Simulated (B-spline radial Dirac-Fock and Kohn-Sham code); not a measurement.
**K-line shifts caused by a second vacancy in Te⁴⁺**

System: Te⁴⁺, [Kr] 4d10 5s2.

Model: Dirac-Fock energy differences between relaxed states, corrected for Breit and QED terms. Program: a radial atomic solver. Each two-hole energy is an average over J within one jj subconfiguration, not an observable level; in light atoms, where LS coupling holds, the j-resolved values are not observed lines, and for a K spectator the Kα1 hypersatellite is nearly forbidden. Electron correlation is not included.

Lines without a spectator: Kα2 (K-L2) 27199.9 eV, Kα1 (K-L3) 27470.8 eV, Kβ3 (K-M2) 30940.5 eV, Kβ1 (K-M3) 30992.1 eV. Shifts in eV with one spectator hole (a dash: not computed, or left out as unreliable):

```tsv
spectator hole	Kα2	Kα1	Kβ3	Kβ1
L2 (2p1/2)	+67.8	+85.9	–	+180.2
L3 (2p3/2)	+64.9	+65.5	+157.5	–
M2 (3p1/2)	–	+10.30	+22.85	+27.64
M3 (3p3/2)	+7.41	–	+23.12	+22.60
M4 (3d3/2)	+1.51	-1.28	–	–
M5 (3d5/2)	-1.83	+0.27	–	–
```

Q: Where does the K-L3 hypersatellite lie, emitted when both K electrons are missing?

A: +626.7 eV from the normal line, at 28097.4 eV. Removing both K electrons costs 64586.9 eV, which is 848.6 eV more than twice the K binding energy.

With n spectator holes in 2p, averaged over the 2p shell (energies in eV):

```csv
n,KαLⁿ,step,hypersatellite KαʰLⁿ
0,27380.4,–,28000.0
1,27451.4,+70.9,28072.5
2,27523.6,+72.2,28146.2
3,27597.1,+73.5,28221.3
4,27672.0,+74.9,28297.7
5,27748.2,+76.2,28375.4
```
